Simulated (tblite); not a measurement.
Input of a run (GFN2-xTB geometry optimisation, gas phase (tblite 0.8.0)), started from a force field or distance geometry:
```
{"job": {"kind": "relax", "xc": "GFN2-xTB", "basis": "xTB"}, "charge": 0, "multiplicity": 1}
F     -4.218000     1.593600     0.306900
C     -3.627700     0.396600     0.321500
F     -4.258800    -0.502300    -0.551700
F     -3.921700    -0.141600     1.587800
C     -2.171400     0.313900     0.217200
C     -1.585300    -0.943200     0.283800
C     -2.314400    -2.097100     0.494200
C     -1.713900    -3.346600     0.583500
C     -0.356900    -3.515000     0.455100
C      0.381400    -2.376900     0.248500
C     -0.217000    -1.120600     0.160900
C      0.637500    -0.067400    -0.040700
N      2.041700    -0.227900    -0.161400
C      2.630200    -0.572100    -1.359900
C      3.980600    -0.635600    -1.122600
C      4.239800    -0.350900     0.197200
C      3.011800    -0.092700     0.762100
C      0.074300     1.184100    -0.120400
C      0.937200     2.247300    -0.320800
C      0.463700     3.536200    -0.412700
C     -0.882500     3.729500    -0.295600
C     -1.744100     2.666000    -0.091500
C     -1.302700     1.376900     0.017300
H     -3.396100    -2.103700     0.618200
H     -2.315500    -4.219600     0.746300
H      0.140200    -4.452500     0.513900
H      1.457400    -2.460900     0.141900
H      2.136300    -0.751300    -2.294700
H      4.697200    -0.900900    -1.910100
H      5.228100    -0.340500     0.623700
H      2.850400     0.170500     1.790000
H      2.010200     2.092600    -0.419900
H      1.166900     4.337800    -0.582900
H     -1.304700     4.721400    -0.357600
H     -2.765600     2.885500    -0.014700
```

Output (eV, eV/Å):
```
step      E/eV     max force
  0   -1738.73795    2.788
  1   -1739.19239    1.371
  2   -1739.37683    0.677
  3   -1739.52646    0.768
  4   -1739.59077    0.429
  5   -1739.62562    0.337
  6   -1739.64754    0.301
  7   -1739.66730    0.310
  8   -1739.68312    0.253
  9   -1739.69351    0.196
 10   -1739.69935    0.189
 11   -1739.70299    0.124
 12   -1739.70512    0.088
 13   -1739.70650    0.068
 14   -1739.70773    0.082
 15   -1739.70887    0.074
 16   -1739.70975    0.045
 17   -1739.71031    0.051
 18   -1739.71070    0.047
 19   -1739.71104    0.038
 20   -1739.71134    0.034
 21   -1739.71162    0.036
 22   -1739.71190    0.041
 23   -1739.71219    0.037
 24   -1739.71242    0.025
 25   -1739.71258    0.024
 26   -1739.71270    0.027
 27   -1739.71286    0.027
 28   -1739.71306    0.030
 29   -1739.71327    0.034
 30   -1739.71345    0.025
 31   -1739.71359    0.022
 32   -1739.71369    0.017
 33   -1739.71378    0.017
 34   -1739.71385    0.015
 35   -1739.71394    0.017
 36   -1739.71403    0.019
 37   -1739.71412    0.016
 38   -1739.71419    0.018
 39   -1739.71425    0.018
 40   -1739.71433    0.021
 41   -1739.71444    0.028
 42   -1739.71457    0.026
 43   -1739.71472    0.025
 44   -1739.71492    0.031
 45   -1739.71520    0.036
 46   -1739.71555    0.037
 47   -1739.71595    0.040
 48   -1739.71632    0.041
 49   -1739.71665    0.033
 50   -1739.71694    0.040
 51   -1739.71720    0.043
 52   -1739.71747    0.041
 53   -1739.71777    0.036
 54   -1739.71815    0.039
 55   -1739.71858    0.047
 56   -1739.71903    0.046
 57   -1739.71952    0.046
 58   -1739.72010    0.054
 59   -1739.72078    0.064
 60   -1739.72150    0.058
 61   -1739.72219    0.048
 62   -1739.72255    0.084
 63   -1739.72344    0.062
 64   -1739.72417    0.065
 65   -1739.72539    0.060
 66   -1739.72604    0.057
 67   -1739.72690    0.053
 68   -1739.72780    0.054
 69   -1739.72855    0.059
 70   -1739.72929    0.049
 71   -1739.73017    0.057
 72   -1739.73099    0.053
 73   -1739.73171    0.064
 74   -1739.73227    0.058
 75   -1739.73271    0.049
 76   -1739.73309    0.041
 77   -1739.73352    0.036
 78   -1739.73380    0.038
 79   -1739.73402    0.035
 80   -1739.73423    0.029
 81   -1739.73440    0.024
 82   -1739.73455    0.023
 83   -1739.73469    0.025
 84   -1739.73485    0.024
 85   -1739.73504    0.025
 86   -1739.73526    0.027
 87   -1739.73550    0.028
 88   -1739.73579    0.030
 89   -1739.73611    0.038
 90   -1739.73643    0.038
 91   -1739.73673    0.035
 92   -1739.73703    0.036
 93   -1739.73733    0.035
 94   -1739.73760    0.029
 95   -1739.73782    0.023
 96   -1739.73799    0.024
 97   -1739.73816    0.026
 98   -1739.73836    0.027
 99   -1739.73857    0.030
100   -1739.73879    0.033
101   -1739.73902    0.036
102   -1739.73933    0.035
103   -1739.73972    0.034
104   -1739.74010    0.030
105   -1739.74036    0.024
106   -1739.74051    0.025
107   -1739.74064    0.023
108   -1739.74079    0.024
109   -1739.74094    0.021
110   -1739.74108    0.023
111   -1739.74119    0.021
112   -1739.74131    0.021
113   -1739.74145    0.020
114   -1739.74159    0.026
115   -1739.74172    0.025
116   -1739.74183    0.025
117   -1739.74194    0.022
118   -1739.74207    0.017
119   -1739.74221    0.017
120   -1739.74230    0.019
121   -1739.74240    0.019
122   -1739.74253    0.024
123   -1739.74276    0.030
124   -1739.74313    0.035
125   -1739.74361    0.040
126   -1739.74415    0.045
127   -1739.74463    0.039
128   -1739.74503    0.036
129   -1739.74534    0.031
130   -1739.74559    0.026
131   -1739.74582    0.024
132   -1739.74604    0.022
133   -1739.74624    0.022
134   -1739.74643    0.028
135   -1739.74662    0.029
136   -1739.74684    0.027
137   -1739.74709    0.035
138   -1739.74733    0.036
139   -1739.74752    0.025
140   -1739.74765    0.025
141   -1739.74777    0.024
142   -1739.74791    0.020
143   -1739.74805    0.023
144   -1739.74819    0.022
145   -1739.74837    0.024
146   -1739.74857    0.023
147   -1739.74874    0.024
148   -1739.74888    0.021
149   -1739.74901    0.021
150   -1739.74918    0.022
151   -1739.74942    0.026
152   -1739.74970    0.038
153   -1739.74994    0.038
154   -1739.75013    0.026
155   -1739.75029    0.023
156   -1739.75046    0.027
157   -1739.75063    0.033
158   -1739.75084    0.027
159   -1739.75108    0.029
160   -1739.75138    0.035
161   -1739.75170    0.034
162   -1739.75202    0.030
163   -1739.75232    0.030
164   -1739.75258    0.034
165   -1739.75283    0.036
166   -1739.75306    0.045
167   -1739.75332    0.034
168   -1739.75363    0.030
169   -1739.75416    0.036
170   -1739.75433    0.032
171   -1739.75464    0.027
172   -1739.75483    0.025
173   -1739.75507    0.024
174   -1739.75527    0.029
175   -1739.75545    0.025
176   -1739.75559    0.023
177   -1739.75571    0.020
178   -1739.75582    0.018
179   -1739.75591    0.011
180   -1739.75596    0.013
181   -1739.75602    0.014
182   -1739.75606    0.011
183   -1739.75609    0.012
184   -1739.75613    0.010
185   -1739.75617    0.010
186   -1739.75620    0.014
187   -1739.75625    0.015
188   -1739.75629    0.013
189   -1739.75634    0.011
190   -1739.75639    0.014
191   -1739.75643    0.013
192   -1739.75647    0.011
193   -1739.75651    0.010
194   -1739.75654    0.013
195   -1739.75657    0.012
196   -1739.75660    0.009
```

Question: Summarise the run.

Answer: The energy falls by 98.3 kJ/mol over 196 L-BFGS steps, the largest force on an atom goes from 2.79 to 0.009 eV/Å, and the atoms move by 0.368 Å rms after alignment. Among the bonds, C2–F3, C2–F4 and C22–C23 change most and about equally (-0.055 to +0.054 Å). Bonds longer at the end by more than 0.005 Å: 19 of 38; shorter: 14. Among the angles that change most is F4–C2–C5, from 104.5° to 113.3°. Among the dihedrals that turn most is C18–C12–N13–C14, from -97° to -121°. The energy never rose by more than 1e-5 eV on the way. The first step brought 45 % of the lowering.

Question: What are the final bond lengths?

Answer: F1–C2 1.341 Å, C2–F3 1.349 Å, C2–F4 1.352 Å, C2–C5 1.506 Å, C5–C6 1.408 Å, C6–C7 1.420 Å, C7–C8 1.363 Å, C8–C9 1.406 Å, C9–C10 1.361 Å, C10–C11 1.418 Å, C11–C12 1.404 Å, C12–N13 1.402 Å, N13–C14 1.366 Å, C14–C15 1.365 Å, C15–C16 1.412 Å, C16–C17 1.365 Å, C12–C18 1.403 Å, C18–C19 1.419 Å, C19–C20 1.360 Å, C20–C21 1.407 Å, C21–C22 1.362 Å, C22–C23 1.421 Å, C5–C23 1.406 Å, C6–C11 1.430 Å, N13–C17 1.366 Å, C18–C23 1.434 Å, C7–H24 1.077 Å, C8–H25 1.079 Å, C9–H26 1.079 Å, C10–H27 1.079 Å. Numbering counts from 1 in the input's order; the species is `FC(F)(F)c1c2ccccc2c(-n2cccc2)c2ccccc12`.

Time: 14 s wall, 22 s CPU. Hardware: 2 threads of an Intel Xeon at 2.50 GHz, no GPU, shared host with 64 logical CPUs at a one-minute load of 55.

Its GFN2-xTB frequencies are all real (lowest 23 cm⁻¹). One conformer, not necessarily the lowest. 2 starts were optimised and ended at 0.00 and 0.02 kcal/mol (GFN2-xTB); the lowest of these is shown.

The numbers are calculated, not measured.
